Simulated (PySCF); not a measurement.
Cu²⁺ (copper, charge +2): UHF calculation

Configuration: [Ar] 3d9, 2D determinant. Calculation: PySCF 2.14, in aug-cc-pVQZ-PP with ECP10MDF (7s7p6d4f3g2h, 135 functions); a scalar-relativistic core potential.

```
Total energy                                                  : -195.305903 hartree
One-electron energy                                           : -338.7300 hartree
Hartree (Coulomb) energy                                      : 160.9246 hartree
Exchange energy                                               : -17.5004 hartree
⟨S²⟩                                                          : 0.7515
⟨L²⟩                                                          : 6.015
Sum of ⟨r⟩                                                    : 14.09 bohr
Sum of ⟨r²⟩                                                   : 14.56 bohr²
Traceless quadrupole moment −½Σ⟨3z² − r²⟩ along its main axis : -0.315 e·bohr²
```

```json
{"shell": "3s α", "electrons": "1", "mean orbital energy (hartree)": "-6.25310", "spread (hartree)": "0", "rms radius, mean of both spins (bohr)": "0.765"}
{"shell": "3s β", "electrons": "1", "mean orbital energy (hartree)": "-6.13372", "spread (hartree)": "0", "rms radius, mean of both spins (bohr)": "0.765"}
{"shell": "3p α", "electrons": "3", "mean orbital energy (hartree)": "-4.45806", "spread (hartree)": "0.09280", "rms radius, mean of both spins (bohr)": "0.810"}
{"shell": "3p β", "electrons": "3", "mean orbital energy (hartree)": "-4.31670", "spread (hartree)": "0.07381", "rms radius, mean of both spins (bohr)": "0.810"}
{"shell": "3d α", "electrons": "5", "mean orbital energy (hartree)": "-1.49063", "spread (hartree)": "0.10675", "rms radius, mean of both spins (bohr)": "1.02"}
{"shell": "3d β", "electrons": "4", "mean orbital energy (hartree)": "-1.42938", "spread (hartree)": "0.08301", "rms radius, mean of both spins (bohr)": "1.02"}
```

Energies and moments cover only the electrons outside the core potential.
